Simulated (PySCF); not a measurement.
**Relaxation of quartet CrH₃**

Level of theory: UPBE0/[Cr def2-TZVP, H def2-TZVP], no relativity, density fitting, PySCF. A (50,194) grid was used.

A hand-made trigonal pyramidal start, of C3v symmetry, held to at least that symmetry:

Coordinates in bohr (charge 0 multiplicity 4):
```
Cr    0.0000    0.0000   -0.0752
H     2.5696    0.0000    1.2911
H    -1.2848    2.2253    1.2911
H    -1.2848   -2.2253    1.2911
```

(1) What does it relax to?

(2) How much energy is released, and in how many steps?

## Answers

(1) It ends at C3v with Cr–H 1.616 Å (×3); H–Cr–H 106.8° (×3). A frequency run shows a minimum.

(2) 11.9 kJ/mol in 7 steps.

The determinant is spin-contaminated (⟨S²⟩ = 3.97, pure value 3.75). With open d or f shells other occupations or spin states may lie lower.
